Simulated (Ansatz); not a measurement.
CH5AsOSi can be A, `C1O[SiH2][AsH]1`, or B, `[AsH2][SiH]1CO1`.

Computed with Ansatz on PBE0-D4/def2-TZVP structures; ΔE is electronic, products minus reactants. CCSD(T)/CBS is the MP2 limit (def2-TZVPP, def2-QZVPP) plus CCSD(T) − MP2 in def2-TZVPP, frozen cores. DFT in def2-TZVPP. B3LYP here is the variant with VWN-RPA as its local correlation; programs differ in this. For As outer-core shells are correlated without core-valence functions, which leaves a few kJ/mol of doubt a bond. Scalar relativity is left out up to krypton.

A:

Z-matrix (Å, degrees):
```
C
Si 1 2.420
As 1 2.035 2 63.2
O 1 1.427 2 42.2 3 174.5
H 1 1.093 2 120.1 3 -97.7
H 1 1.091 2 129.1 3 96.9
H 2 1.486 1 128.3 3 -99.4
H 2 1.488 1 121.1 3 100.5
H 3 1.526 1 93.1 2 88.5
```

B:

Z-matrix (Å, degrees):
```
Si
C 1 1.809
O 1 1.667 2 49.8
As 1 2.346 2 120.4 3 -99.3
H 1 1.483 2 120.2 3 98.8
H 2 1.088 1 121.6 3 -100.0
H 2 1.088 1 121.8 3 100.1
H 4 1.525 1 90.4 2 -114.3
H 4 1.524 1 91.6 2 154.1
```

(1) Which is lower in electronic energy at CCSD(T)/CBS, and by how much? (An estimate is asked.)

(2) Give E(B) − E(A) in kcal/mol with PBE-D4, B3LYP-D4, MP2/def2-TZVPP, CCSD(T)/def2-TZVPP, B3LYP, B2PLYP, HF/def2-TZVPP. (Best estimate.)

Largest T1 diagnostic: 0.013.

Results:

(1) Ansatz gave: A, by 17.2 kcal/mol.

(2) Computed: PBE-D4 13.9, B3LYP-D4 16.0, MP2/def2-TZVPP 18.1, CCSD(T)/def2-TZVPP 17.5, B3LYP 15.2, B2PLYP 16.4, HF/def2-TZVPP 19.8. None reverses the order clearly.

In def2-TZVPP, CCSD(T) changes the Hartree–Fock value by −2.3 kcal/mol (the triples alone add −0.4 kcal/mol) and MP2 by −1.7 kcal/mol. From PBE to PBE0 (25 % exact exchange), in def2-TZVPP and without D4, E(B) − E(A) moves by +2.4 kcal/mol.
